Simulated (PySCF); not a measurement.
Compound: 1-methylallyl acetate, C6H10O2.
SMILES with atom numbers: `[CH2:1]=[CH:2][C@@H:3]([CH3:4])[O:5][C:6]([CH3:7])=[O:8]` (hydrogens: H9, H10 on C1; H11 on C2; H12 on C3; H13, H14, H15 on C4; H16, H17, H18 on C7)

The same species was optimised twice, with GFN2-xTB and with PBE0-D3(BJ)/def2-SVP (PySCF), and the same property calculations (PySCF, gas phase) were run on both structures.

```csv
coordinate,GFN2-xTB,PBE0-D3(BJ)/def2-SVP,change
C1=C2 (Å),1.319,1.332,+0.013
C3–C4 (Å),1.529,1.519,-0.010
C6–C7 (Å),1.508,1.501,-0.007
O5–C6 (Å),1.334,1.340,+0.006
C2–C3 (Å),1.499,1.496,-0.003
C3–O5 (Å),1.440,1.438,-0.002
C6=O8 (Å),1.203,1.203,0.000
C2–C3–C4 (°),111.1,112.8,+1.7
O5–C6–O8 (°),124.4,123.6,-0.8
C2–C3–O5 (°),107.3,106.6,-0.7
C3–O5–C6 (°),117.7,117.1,-0.6
O5–C6–C7 (°),110.5,111.0,+0.5
C7–C6–O8 (°),125.1,125.3,+0.2
C4–C3–O5 (°),109.7,109.5,-0.2
C1–C2–C3 (°),124.0,124.0,0.0
C1–C2–C3–C4 (°),112,112,0
C2–C3–O5–C6 (°),151,154,+3
C3–O5–C6–C7 (°),-179,180,-1
```

Rotational constants: A = 3685, B = 1185, C = 1080 MHz (GFN2-xTB) against A = 3729, B = 1188, C = 1077 MHz (PBE0-D3(BJ)/def2-SVP). Point groups within 0.08 Å: C1 and C1.

On the GFN2-xTB structure: isotropic polarisability (au) 81.2 [B3LYP/def2-SVPD]; HOMO (eV) -7.67 [B3LYP/def2-SVPD]; LUMO (eV) -0.36 [B3LYP/def2-SVPD]; dipole (D) 2.00 [B3LYP/def2-SVPD]; HOMO (eV) -7.85 [PBE0/pcSseg-1]; LUMO (eV) -0.02 [PBE0/pcSseg-1]; dipole (D) 1.93 [PBE0/pcSseg-1]; GIAO shielding of C1 (ppm) 64.1 [PBE0/pcSseg-1]; GIAO shielding of C2 (ppm) 39.0 [PBE0/pcSseg-1]; GIAO shielding of C3 (ppm) 110.4 [PBE0/pcSseg-1]; GIAO shielding of C4 (ppm) 163.2 [PBE0/pcSseg-1]; GIAO shielding of O5 (ppm) 101.5 [PBE0/pcSseg-1]; GIAO shielding of C6 (ppm) 11.7 [PBE0/pcSseg-1]; GIAO shielding of C7 (ppm) 162.9 [PBE0/pcSseg-1]; GIAO shielding of O8 (ppm) -108.5 [PBE0/pcSseg-1].

**Question.** What do these properties become on the PBE0-D3(BJ)/def2-SVP structure?

**Answer.** 
| property | level | on GFN2-xTB | on PBE0-D3(BJ)/def2-SVP | change |
| --- | --- | --- | --- | --- |
| isotropic polarisability (au) | B3LYP/def2-SVPD | 81.2 | 82.2 | +1.0 |
| HOMO (eV) | B3LYP/def2-SVPD | -7.67 | -7.65 | +0.02 |
| LUMO (eV) | B3LYP/def2-SVPD | -0.36 | -0.43 | -0.07 |
| dipole (D) | B3LYP/def2-SVPD | 2.00 | 1.91 | -0.09 |
| energy, GFN2-xTB geometry as zero (kcal/mol) | B3LYP/def2-SVPD | 0.0 | -0.8 | -0.8 |
| HOMO (eV) | PBE0/pcSseg-1 | -7.85 | -7.83 | +0.02 |
| LUMO (eV) | PBE0/pcSseg-1 | -0.02 | -0.08 | -0.06 |
| dipole (D) | PBE0/pcSseg-1 | 1.93 | 1.85 | -0.08 |
| energy, GFN2-xTB geometry as zero (kcal/mol) | PBE0/pcSseg-1 | 0.0 | -0.5 | -0.5 |
| GIAO shielding of C1 (ppm) | PBE0/pcSseg-1 | 64.1 | 60.1 | -4.0 |
| GIAO shielding of C2 (ppm) | PBE0/pcSseg-1 | 39.0 | 36.4 | -2.6 |
| GIAO shielding of C3 (ppm) | PBE0/pcSseg-1 | 110.4 | 110.3 | -0.1 |
| GIAO shielding of C4 (ppm) | PBE0/pcSseg-1 | 163.2 | 162.3 | -0.9 |
| GIAO shielding of O5 (ppm) | PBE0/pcSseg-1 | 101.5 | 97.9 | -3.6 |
| GIAO shielding of C6 (ppm) | PBE0/pcSseg-1 | 11.7 | 11.0 | -0.7 |
| GIAO shielding of C7 (ppm) | PBE0/pcSseg-1 | 162.9 | 161.9 | -1.0 |
| GIAO shielding of O8 (ppm) | PBE0/pcSseg-1 | -108.5 | -114.1 | -5.6 |

The heavy atoms differ by 0.035 Å rms after alignment. Among bonds between heavy atoms C1=C2 changes most (+0.013 Å). Changes are differences of the printed values. Neither structure is proved a minimum here.

The values belong to the conformer `[CH2:1]=[CH:2][C@@H:3]([CH3:4])[O:5][C:6]([CH3:7])=[O:8]`: C1–C2–C3–C4 112°, C2–C3–O5–C6 154°, C3–O5–C6–C7 180°.
